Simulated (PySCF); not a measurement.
Record of a relaxation.

4-picoline N-oxide, C6H7NO.
Bonds: C1–C2, C2–C3 (aromatic), C3–C4 (aromatic), C4–N5 (aromatic), N5–O6, N5–C7 (aromatic), C7–C8 (aromatic), C2–C8 (aromatic). Hydrogens: H9, H10, H11 on C1; H12 on C3; H13 on C4; H14 on C7; H15 on C8.
Bond orders are those of one Lewis drawing.

Computed by this run: PySCF, PBE0-D3(BJ)/def2-SVP geometry optimisation, gas phase; density fitting, grid level 2; the optimiser is geomeTRIC in internal coordinates, started from a GFN2-xTB structure. The frame can shift and turn from step to step; on so coarse a grid that alone can change the energy by a few meV, and forces under 0.02 eV/Å are noise.

Step 0: E = -9853.1430 eV, largest atomic force 0.881 eV/Å
```
atom  x, y, z in Å  |  force x, y, z in eV/Å
C1      2.232   -0.226   -0.121   -0.442   0.041  -0.025
C2      0.748   -0.074   -0.027    0.407  -0.040   0.017
C3     -0.095   -1.175    0.098    0.016   0.355  -0.026
C4     -1.457   -1.015    0.163    0.266  -0.482   0.007
N5     -2.037    0.207    0.107   -0.876   0.088   0.036
O6     -3.285    0.334    0.171   -0.017   0.001   0.001
C7     -1.233    1.289   -0.019    0.352   0.415  -0.061
C8      0.134    1.173   -0.087   -0.052  -0.349   0.029
H9      2.565   -1.109    0.419    0.214  -0.314   0.197
H10     2.529   -0.338   -1.165    0.224  -0.053  -0.382
H11     2.737    0.649    0.280    0.271   0.294   0.149
H12     0.315   -2.172    0.145    0.134  -0.466   0.042
H13    -2.141   -1.843    0.263   -0.380  -0.174   0.038
H14    -1.744    2.238   -0.062   -0.338   0.250   0.008
H15     0.728    2.069   -0.187    0.222   0.433  -0.033
```

Step 1: E = -9853.1898 eV, largest atomic force 0.147 eV/Å
```
atom  x, y, z in Å  |  force x, y, z in eV/Å
C1      2.426   -0.249   -0.208    0.088  -0.009  -0.003
C2      0.942   -0.097   -0.104   -0.070   0.007   0.007
C3      0.086   -1.195    0.027    0.071  -0.128   0.003
C4     -1.283   -1.045    0.091   -0.105   0.017   0.007
N5     -1.877    0.188    0.031   -0.015   0.001  -0.003
O6     -3.122    0.313    0.090    0.065  -0.006  -0.002
C7     -1.058    1.278   -0.092   -0.107   0.005   0.007
C8      0.314    1.152   -0.158    0.094   0.111  -0.015
H9      2.779   -1.138    0.336   -0.006   0.026  -0.014
H10     2.742   -0.363   -1.260   -0.003   0.002   0.022
H11     2.951    0.630    0.196   -0.011  -0.026  -0.010
H12     0.491   -2.210    0.084   -0.017   0.049  -0.003
H13    -1.996   -1.863    0.194    0.022   0.005  -0.001
H14    -1.599    2.223   -0.128    0.021  -0.009   0.001
H15     0.906    2.067   -0.254   -0.026  -0.044   0.004
```

Step 2: E = -9853.1902 eV, largest atomic force 0.033 eV/Å
```
atom  x, y, z in Å  |  force x, y, z in eV/Å
C1      2.426   -0.250   -0.208    0.018   0.017  -0.005
C2      0.940   -0.095   -0.104    0.009  -0.020   0.000
C3      0.087   -1.197    0.027   -0.015   0.029  -0.001
C4     -1.284   -1.045    0.091    0.008   0.000  -0.001
N5     -1.876    0.188    0.031   -0.006  -0.020   0.004
O6     -3.120    0.310    0.091   -0.004   0.020  -0.002
C7     -1.059    1.280   -0.092   -0.018  -0.002   0.001
C8      0.314    1.156   -0.159    0.009  -0.029   0.002
H9      2.777   -1.139    0.336   -0.003   0.001   0.002
H10     2.742   -0.365   -1.259   -0.002   0.001   0.000
H11     2.952    0.627    0.195    0.001   0.001   0.001
H12     0.493   -2.210    0.083    0.002   0.008  -0.001
H13    -1.995   -1.863    0.195    0.001   0.001   0.000
H14    -1.601    2.224   -0.127    0.001   0.001   0.000
H15     0.906    2.070   -0.255    0.000  -0.007   0.000
```

Step 3: E = -9853.1902 eV, largest atomic force 0.035 eV/Å
```
atom  x, y, z in Å  |  force x, y, z in eV/Å
C1      2.428   -0.248   -0.209   -0.021  -0.011  -0.002
C2      0.941   -0.098   -0.104   -0.008   0.007  -0.001
C3      0.085   -1.198    0.027    0.007   0.023  -0.002
C4     -1.286   -1.046    0.091    0.003   0.004  -0.001
N5     -1.878    0.187    0.031    0.017   0.022  -0.001
O6     -3.121    0.316    0.091   -0.010  -0.024   0.002
C7     -1.059    1.278   -0.092    0.035   0.001  -0.002
C8      0.315    1.152   -0.159   -0.025  -0.014   0.003
H9      2.782   -1.136    0.335    0.002  -0.008   0.005
H10     2.744   -0.362   -1.260   -0.002  -0.001  -0.005
H11     2.951    0.630    0.195   -0.003   0.007   0.004
H12     0.490   -2.211    0.083    0.004  -0.015   0.001
H13    -1.998   -1.864    0.195   -0.002  -0.006   0.000
H14    -1.599    2.223   -0.127   -0.003   0.004   0.000
H15     0.907    2.065   -0.254    0.006   0.013  -0.001
```

Step 4: E = -9853.1903 eV, largest atomic force under 0.02 eV/Å
```
atom  x, y, z in Å  |  force x, y, z in eV/Å
C1      2.427   -0.249   -0.209    0.001  -0.003  -0.001
C2      0.941   -0.097   -0.104   -0.006   0.005   0.000
C3      0.086   -1.197    0.027    0.003  -0.009   0.001
C4     -1.285   -1.046    0.091    0.009   0.006  -0.001
N5     -1.877    0.188    0.031   -0.009  -0.007   0.000
O6     -3.121    0.312    0.091   -0.001   0.008   0.000
C7     -1.059    1.279   -0.092   -0.001  -0.008   0.001
C8      0.314    1.153   -0.159    0.003   0.009  -0.001
H9      2.780   -1.137    0.335    0.000   0.000   0.000
H10     2.743   -0.363   -1.260   -0.001   0.000   0.000
H11     2.951    0.629    0.195   -0.001   0.000   0.000
H12     0.491   -2.211    0.083    0.000  -0.001   0.000
H13    -1.997   -1.864    0.195    0.001   0.001   0.000
H14    -1.599    2.224   -0.127    0.001   0.000   0.000
H15     0.907    2.067   -0.255    0.000   0.001   0.000
```

Q: Summarise the path.

A: The energy falls by 0.0472 eV from step 0 to step 4; nine tenths of that is first reached at step 1. It falls at every step. The largest force goes from 0.881 to under 0.02 eV/Å. Among the bonds C4–N5 changes most (a near tie, within 0.001 Å, with another), from 1.354 to 1.369 Å; the atoms move by 0.025 Å rms after alignment.

Q: Follow the three bonds and two angles with the largest change from start to end.

A: 
```tsv
step	E above end (eV)	largest force (eV/Å)	C4–N5 (Å)	N5–C7 (Å)	C8–H15 (Å)	C3–C4–H13 (°)	C8–C7–H14 (°)
0	0.0472	0.881	1.354	1.354	1.079	122.9	122.9
1	0.0005	0.147	1.370	1.370	1.094	124.9	124.9
2	0.0001	0.033	1.369	1.369	1.093	124.8	124.8
3	0.0001	0.035	1.369	1.369	1.092	124.8	124.8
4	0.0000	under 0.02	1.369	1.369	1.093	124.8	124.8
```

The cost below is that of the whole optimisation. The run took 41 s of wall time on an Arm Neoverse V2 with one thread, no GPU, shared host, and the process peaked at 0.72 GiB of memory.
